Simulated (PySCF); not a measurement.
OSr, SMILES [O]=[Sr].

Geometry optimised at B3LYP-D3(BJ)/def2-TZVPD. The def2 effective core potentials stand for the cores of Sr; spin–orbit coupling is left out.

Two levels are set side by side: PBE/def2-TZVPD (PySCF) and r2SCAN/def2-TZVPD (PySCF). Same geometry, gas phase. Differences are taken from unrounded values.

```tsv
quantity	r2SCAN	PBE	PBE minus r2SCAN
orbital gap (eV)	1.83	1.32	-0.51
highest occupied level (eV)	-3.62	-3.64	-0.02
lowest empty level (eV)	-1.80	-2.33	-0.53
dipole moment (D)	8.49	7.94	-0.55
mean polarisability (bohr³)	64.0	65.8	1.8
```

Rough cost on one machine, each run with all the roots and properties that it gave: r2SCAN against PBE about 3 times.
